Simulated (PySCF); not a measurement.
CH$_{7}$GaP$_{2}$, singlet, at a GFN2-xTB geometry (such geometries of metal compounds can be far from the true shape).

PySCF was given this input:
```python
from pyscf import gto, scf
from pyscf.prop import polarizability

mol = gto.Mole()
mol.atom = '''
    Ga   -0.207771   -0.178677   -0.019770
    C    -1.758406   -1.535311   -0.146595
    H    -1.504402   -2.349752   -0.834516
    H    -2.675153   -1.065673   -0.516040
    H    -1.969196   -1.981732    0.830327
    P    -0.185683    1.722699   -1.448670
    H     0.359534    2.495676   -0.416748
    H    -1.489735    2.029318   -1.046652
    P     1.530598   -0.545721    1.562364
    H     2.483033   -0.151177    0.615439
    H     1.613531   -1.880496    1.155237
'''
mol.basis = '6-31g'
mol.charge = 0
mol.spin = 0
mol.verbose = 3
mol.build()

mf = scf.RHF(mol)
mf.kernel()
alpha = mf.Polarizability().polarizability()[2, 2]
print('alpha_zz =', alpha)
```

Q: What HOMO energy does HF/6-31G, polarisability (PySCF) give?

A: -9.23 eV

Q: Predict the Mulliken (on the basis functions themselves) charges in atom order from HF/6-31G, polarisability.

A: Ga1 0.75, C2 -0.81, H3 0.18, H4 0.18, H5 0.18, P6 -0.08, H7 -0.08, H8 -0.08, P9 -0.08, H10 -0.08, H11 -0.08

Q: Predict the nuclear repulsion energy from HF/6-31G, polarisability.

A: 406.8893 Eh

Q: What is the computed dipole moment (HF/6-31G, polarisability)?

A: 1.47 D

Q: Predict the polarisability along z from HF/6-31G, polarisability.

A: 82.4 bohr³

Q: Predict the total energy from HF/6-31G, polarisability.

A: -2646.2138 Eh
